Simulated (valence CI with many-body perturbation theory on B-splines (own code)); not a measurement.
**Forbidden lines of Pr²⁰⁺**

Method: configuration interaction combined with many-body perturbation theory (CI+MBPT): three valence electrons over a frozen Dirac-Fock core [Kr], radial functions for each j: 9 s, 9 p, 10 d, 8 f, 5 g, 3 h, 1 i, with the one-electron correlation potential Σ1 (screened to all orders), the two-electron term Σ2, the three-electron term Σ3, Breit, model QED; selected single and double excitations, second order for the rest (own B-spline code, finite nucleus).

No measured levels were compared; by estimate terms of the open shell hold to 2 to 4 % of their energy, and close levels can change places. Only levels of the ground parity were solved; by the run's estimate the other parity begins above the list, which can be wrong where configurations are misplaced.

Lines 51 to 70 of 70 in falling wavelength, among levels below 180260 cm⁻¹, chosen from the decays that carry over 1 % of a level's rate. Wavelengths and rates use the calculated energies, so an error of 2000 cm⁻¹ moves a line at 1278 Å by 2.6 % and its rate by three times that or more. Electric multipoles are in the length gauge, E1 and E2 with the static RPA response of the core. S is in atomic units (e²a₀⁴ for E2 and M2, e²a₀⁶ for E3), for M1 in squared Bohr magnetons. Weak lines are less certain than strong ones. Lines between different terms over intervals too small for the method are left out, as are lines whose strength nearly cancels. The highest levels of a list are the least certain.

Names give the largest LS component (configuration and term), which can be under half, so a name can repeat, a term be missing and a line seem to break the LS rules; names also repeat where a configuration has a term twice. Letters in brackets count levels of one name in rising energy.

```tsv
λ vac (Å)	Upper	Lower	Type	A (s⁻¹)	S (a.u.)
1278	4d3 2G_9/2 [b]	4d3 4F_7/2	M1	1.26e+02	9.78e-02
1264	4d3 2D_5/2 [a]	4d3 4F_5/2	M1	1.51e+02	6.79e-02
1259	4d3 2D_3/2 [b]	4d3 2D_3/2 [a]	M1	3.98e+02	1.18e-01
1170	4d3 2P_3/2	4d3 4P_3/2	M1	1.44e+02	3.42e-02
1160	4d3 2D_3/2 [a]	4d3 4F_3/2	M1	2.11e+02	4.89e-02
1148	4d3 2D_5/2 [b]	4d3 2D_3/2 [a]	M1	1.27e+03	4.26e-01
1098	4d3 2P_1/2	4d3 4F_3/2	M1	3.55e+01	3.49e-03
1098	4d3 2D_3/2 [b]	4d3 4P_5/2	M1	7.51e+01	1.47e-02
1094	4d3 2F_7/2	4d3 4F_5/2	M1	8.92e+01	3.46e-02
1062	4d3 2D_3/2 [b]	4d3 2G_7/2	E2	2.64e+01	1.27e-01
1012	4d3 2D_5/2 [b]	4d3 4P_5/2	M1	8.19e+02	1.89e-01
981.8	4d3 2D_5/2 [b]	4d3 2G_7/2	M1	5.00e+02	1.05e-01
967.7	4d3 2D_5/2 [a]	4d3 4F_3/2	M1	3.50e+01	7.05e-03
967.7	4d3 2P_3/2	4d3 4F_5/2	M1	4.42e+02	5.94e-02
902.1	4d3 2F_5/2	4d3 4F_3/2	M1	1.49e+02	2.43e-02
860.1	4d3 2D_3/2 [b]	4d3 4P_1/2	M1	9.66e+01	9.12e-03
809.5	4d3 2D_3/2 [b]	4d3 4P_3/2	M1	2.63e+02	2.07e-02
784.1	4d3 2P_3/2	4d3 4F_3/2	M1	5.06e+01	3.62e-03
745.6	4d3 2D_5/2 [b]	4d3 4F_7/2	M1	1.78e+02	1.64e-02
707.0	4d3 2D_3/2 [b]	4d3 4F_5/2	M1	2.55e+02	1.34e-02
```
